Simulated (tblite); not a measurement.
Input of a run (GFN2-xTB geometry optimisation, gas phase (tblite 0.8.0)), started from a force field or distance geometry:
```
{"job": {"kind": "relax", "xc": "GFN2-xTB", "basis": "xTB"}, "charge": 0, "multiplicity": 2}
C     -0.447200     2.205800    -0.680600
C     -0.540100     0.991100    -0.192400
C     -1.724500     0.191300    -0.207500
C     -2.740200    -0.464000    -0.231300
C     -3.915300    -1.275000    -0.221900
N     -4.882100    -1.949200    -0.246200
N      0.619300     0.402300     0.416700
C      1.379900    -0.617600    -0.235300
C      2.797500    -0.828400     0.154500
O      0.804400    -1.315000    -1.126600
H     -1.271100     2.727800    -1.151800
H      0.491600     2.703900    -0.600200
H      3.386800     0.077900    -0.030500
H      3.226400    -1.702400    -0.402800
H      2.810100    -1.140600     1.228400
```

Output (eV, eV/Å):
```
step      E/eV     max force
  0    -740.81355    3.796
  1    -741.05219    7.132
  2    -741.23195    4.106
  3    -741.36498    2.980
  4    -741.40598    2.508
  5    -741.46485    1.041
  6    -741.48897    0.428
  7    -741.51283    0.652
  8    -741.52801    0.474
  9    -741.54032    0.328
 10    -741.55232    0.274
 11    -741.56255    0.281
 12    -741.57361    0.291
 13    -741.58542    0.317
 14    -741.59805    0.347
 15    -741.61140    0.292
 16    -741.62604    0.335
 17    -741.64152    0.380
 18    -741.65604    0.408
 19    -741.66709    0.403
 20    -741.67691    0.351
 21    -741.68708    0.263
 22    -741.69601    0.249
 23    -741.70399    0.267
 24    -741.71195    0.229
 25    -741.71943    0.200
 26    -741.72555    0.202
 27    -741.73035    0.240
 28    -741.73421    0.226
 29    -741.73757    0.149
 30    -741.74090    0.134
 31    -741.74244    0.113
 32    -741.74431    0.100
 33    -741.74585    0.099
 34    -741.74755    0.104
 35    -741.74938    0.120
 36    -741.75161    0.135
 37    -741.75425    0.125
 38    -741.75730    0.148
 39    -741.76049    0.153
 40    -741.76348    0.145
 41    -741.76593    0.144
 42    -741.76767    0.096
 43    -741.76888    0.098
 44    -741.76981    0.081
 45    -741.77062    0.094
 46    -741.77138    0.083
 47    -741.77205    0.060
 48    -741.77266    0.071
 49    -741.77325    0.056
 50    -741.77386    0.070
 51    -741.77448    0.075
 52    -741.77503    0.097
 53    -741.77551    0.062
 54    -741.77593    0.051
 55    -741.77629    0.047
 56    -741.77660    0.053
 57    -741.77709    0.070
 58    -741.77797    0.078
 59    -741.77919    0.082
 60    -741.78025    0.068
 61    -741.78086    0.050
 62    -741.78126    0.050
 63    -741.78180    0.052
 64    -741.78263    0.059
 65    -741.78361    0.073
 66    -741.78449    0.083
 67    -741.78531    0.088
 68    -741.78630    0.089
 69    -741.78768    0.121
 70    -741.78920    0.133
 71    -741.79033    0.147
 72    -741.79086    0.063
 73    -741.79119    0.051
 74    -741.79143    0.052
 75    -741.79164    0.071
 76    -741.79180    0.031
 77    -741.79194    0.038
 78    -741.79204    0.030
 79    -741.79212    0.020
 80    -741.79218    0.023
 81    -741.79225    0.024
 82    -741.79232    0.018
 83    -741.79236    0.013
 84    -741.79238    0.015
 85    -741.79240    0.015
 86    -741.79241    0.009
```

Question: Summarise the run.

Answer: The energy falls by 94.4 kJ/mol over 86 L-BFGS steps, the largest force on an atom goes from 3.80 to 0.009 eV/Å, and the atoms move by 0.495 Å rms after alignment. The bond that changes most is C2–N7 (ends: carbon bonded to 2 C and N; nitrogen bonded to 2 C), which shortens by 0.114 Å. Bonds longer at the end by more than 0.005 Å: 3 of 14; shorter: 10. Among the angles that change most is C2–N7–C8, from 121.9° to 128.8°. Among the dihedrals that turn most is C2–N7–C8–O10, from -23° to 36°. The energy never rose by more than 1e-5 eV on the way. The first step brought 24 % of the lowering.

Question: What are the final bond lengths?

Answer: C1=C2 1.377 Å, C2–C3 1.423 Å, C3≡C4 1.212 Å, C4–C5 1.361 Å, C5≡N6 1.149 Å, C2–N7 1.322 Å, N7–C8 1.348 Å, C8–C9 1.501 Å, C8=O10 1.221 Å, C1–H11 1.075 Å, C1–H12 1.075 Å, C9–H13 1.086 Å, C9–H14 1.086 Å, C9–H15 1.089 Å. Numbering counts from 1 in the input's order; the species is `C=C(C#CC#N)[N]C(C)=O` [radical].

Time: 0.64 s. Hardware: one thread, Arm Neoverse V1 (aarch64), on a shared host.

GFN2-xTB frequencies show an imaginary mode (37i cm⁻¹), so the point is no minimum at that level. 3 starts were optimised and ended at 0.00, 0.53 and 2.51 kcal/mol (GFN2-xTB); the lowest of these is shown.

One conformer stands for the species.

All values are computed, not measured.
